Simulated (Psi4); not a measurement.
F₃Ge (SMILES [F][Ge]([F])[F]), doublet, geometry from GFN2-xTB. Base run: CAM-B3LYP/STO-3G (Psi4).

Here is a job for Psi4.
```
memory 2 GB

molecule {
0 2
F    -1.03403418   -1.26232646   -0.41313589
Ge    0.00285560    0.00944545    0.38125035
F     1.59592010   -0.27814980   -0.45721742
F    -0.57203918    1.50689244   -0.48520348
}

set {
  basis sto-3g
  reference uks
}

energy('cam-b3lyp')
print_variables()
```

The base run was repeated with changes; each row names its change, and settings that it needs were set with it.

| change | ΔE vs base (mEh) | SCF cycles | grid points | basis functions | outcome |
|---|---|---|---|---|---|
| base | 0.000 | 11 | 84967 | 33 | converged |
| d_convergence = 1e-10 | 0.000 | 20 | 84967 | 33 | converged |
| guess = modhuckel | 0.000 | 10 | 84967 | 33 | converged |
| cholesky_tolerance = 1e-6 (with scf_type cd) | - | - | - | - | input refused |
| df_basis_scf = def2-universal-jkfit | 0.000 | 11 | 84967 | 33 | converged |
| diis_max_vecs = 3 | 0.000 | 13 | 84967 | 33 | converged |
| dft_radial_scheme = becke | -0.032 | 11 | 74426 | 33 | converged |
| guess = core | 0.000 | 22 | 84967 | 33 | converged |
| basis_guess = sto-3g | 0.000 | 1 | 84967 | 33 | converged |
| puream = true | 0.000 | 11 | 84967 | 33 | converged |
| e_convergence = 1e-8 | 0.000 | 12 | 84967 | 33 | converged |
| dft_nuclear_scheme = stratmann | 0.045 | 11 | 80436 | 33 | converged |
| diis_max_vecs = 15 | 0.000 | 11 | 84967 | 33 | converged |

Open shells are given as the SCF converged; they aren't shown to be the lowest states, and a large step between rows can be another state.

- cholesky_tolerance = 1e-6 (with scf_type cd): ended with `psi4.driver.p4util.exceptions.ValidationError: SCF: SCF_TYPE (CD) not supported for range-separated functionals, plese use SCF_TYPE = 'DF' to automatically select the correct JK build.`
